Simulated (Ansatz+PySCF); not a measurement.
**singlet BF₄(-): levels of theory in one basis**

| atom | x (Å) | y (Å) | z (Å) |
| --- | --- | --- | --- |
| B | 0.0000 | 0.0000 | 0.0000 |
| F | 0.8751 | 0.8751 | 0.8751 |
| F | 0.8751 | -0.8751 | -0.8751 |
| F | -0.8751 | 0.8751 | -0.8751 |
| F | -0.8751 | -0.8751 | 0.8751 |

Basis set: def2-SVP (spherical functions). Left uncorrelated: 5 orbitals. Charge -1, multiplicity 1.

Computed with Ansatz (development build ahead of 0.2.0); each method stands on the lowest determinant of its kind that the runs found.

```tsv
method	E − E(RHF) (eV)	<S²> of the determinant
RHF	0.00	0.00
RHF-CCSD	-23.09	–
RHF-CCSD(T)	-23.43	–
```

Q: What does RHF-MP2 give on the same scale?

A: -22.87 eV.

Q: Is a single determinant a sound starting point here?

A: By this sign, yes. Unrestricted orbitals gain 0.00 eV and <S²> is 0.00 against 0.00 for a pure state.

Caution: no diffuse functions for an anion.
